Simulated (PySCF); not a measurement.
Hf(OH)2 (H2HfO2), SMILES [OH][Hf][OH] (connectivity only; charge and spin as stated), neutral, multiplicity 3.

Geometry: PBE-D3(BJ)/def2-TZVP. The spin state was assumed, not searched. The def2 effective core potentials stand for the cores of Hf; spin–orbit coupling is left out. One conformer was computed; it need not be the lowest.

All values below come from PBE/def2-TZVPD in PySCF.

Isolated molecule, no solvent.

**Question.** Estimate the frontier levels, dipole moment and polarisability. (The exact figures need the calculation; the answer reports its results.)

**Answer.** 
```
Property                                                                                                         Value
---------------------------------------------------------------------------------------------  -----------------------
α spin, highest occupied and lowest empty level                                                     -2.97 and -2.33 eV
β spin, highest occupied and lowest empty level                                                     -7.40 and -2.77 eV
dipole moment                                                                                                   1.41 D
quadrupole, principal values (traceless, Buckingham form, about the centre of nuclear charge)    -4.53, 0.46, 4.07 D·Å
mean static polarisability                                                                       80.6 bohr³ (11.94 Å³)
polarisability, principal values                                                                72.1, 82.8, 86.8 bohr³
⟨S²⟩                                                                                           2.004 (pure state 2.00)
```
